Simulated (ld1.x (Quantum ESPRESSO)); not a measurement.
**ruthenium (Ru), TM: configuration errors across variants**

Ru (Z = 44), norm-conserving Troullier–Martins (Kleinman–Bylander form), made with ld1.x (Quantum ESPRESSO) 7.5 (PBE, scalar-relativistic). Core [Ar] 3d10 4s2, reference 4p6 4d7 5s1 5p0. Waves: 4p (bound): rc 1.00 bohr; 4d (bound): rc 1.95 bohr; 5s (bound): rc 2.60 bohr. Local part: the s channel. Core correction: a·sin(br)/r model core inside 1.00 bohr.

All-electron excitation energies from the reference (eV): (1) 4p6 4d7 5s0 5p0 7.292; (2) 4p6 4d6 5s0 5p0 25.479; (3) 4p6 4d5 5s0 5p0 56.101; (4) 4p6 4d7.5 5s0.5 5p0 -0.317; (5) 4p6 4d6 5s1 5p1 5.653; (6) 4p6 4d8 5s0 5p0 -0.333; (7) 4p6 4d4 5s0 5p0 100.614.

Errors AE − PS in meV (a dash: test not solved or not reliable):

```csv
change,(1),(2),(3),(4),(5),(6),(7),bound ghosts
base,-13,-72,-333,-17,-679,-59,-810,none
wave 5s (bound): rc 2.60 bohr becomes 5s (bound): rc 1.74 bohr,-4.6,-54,-264,-6.7,-418,-28,-676,none
wave 5s (bound): rc 2.60 bohr becomes 5s (bound): rc 2.40 bohr,-13,-72,-334,-17,-676,-58,-813,none
wave 5s (bound): rc 2.60 bohr becomes 5s (bound): rc 2.76 bohr,-13,-73,-339,-16,-676,-57,-823,none
wave 5s (bound): rc 2.60 bohr becomes 5s (bound): rc 3.22 bohr,-11,-95,-407,-12,-666,-44,-963,none
wave 5s (bound): rc 2.60 bohr becomes 5s (bound): rc 3.44 bohr,-11,-121,-481,-9.0,-661,-33,-1100,none
wave 5s (bound): rc 2.60 bohr becomes 5s (bound): rc 3.76 bohr,-13,-160,-583,-4.9,-656,-19,-1282,none
```

Problem. Give the same row for: wave 5s (bound): rc 2.60 bohr becomes 5s (bound): rc 2.10 bohr.

Solution. -9.5, -68, -322, -14, -625, -48, -796; bound ghosts: none.
